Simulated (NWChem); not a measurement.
Molecule: CH$_{5}$NSi$_{2}$; SMILES [SiH2]1N=C[SiH2]1

```xyz
9

C      1.3509    -0.3952     0.0000
N      1.2034     0.8827     0.0000
Si    -0.5922     1.0862     0.0000
Si    -0.3789    -1.2484     0.0000
H      2.3699    -0.8317     0.0000
H     -1.0844     1.8044     1.2134
H     -1.0844     1.8044    -1.2134
H     -0.7037    -2.0651     1.2124
H     -0.7037    -2.0651    -1.2124
```
Atoms are numbered in this order, from 1.

Coordinates come from a PBE0/def2-SVP optimisation.

### Question
Give the principal values of the shielding tensors (ppm) of C1, N2, Si3, Si4 from B3LYP/6-311G** (spherical d), GIAO (NWChem), with their diamagnetic and paramagnetic parts as GIAO splits them.

### Answer
```tsv
atom	σ11	σ22	σ33	isotropic	diamagnetic	paramagnetic
C1	-140.1	-60.4	101.1	-33.1	255.9	-289.0
N2	-833.5	-219.4	172.3	-293.5	323.6	-617.1
Si3	287.0	332.7	439.3	353.0	880.3	-527.3
Si4	249.6	364.7	491.3	368.5	879.8	-511.3
```
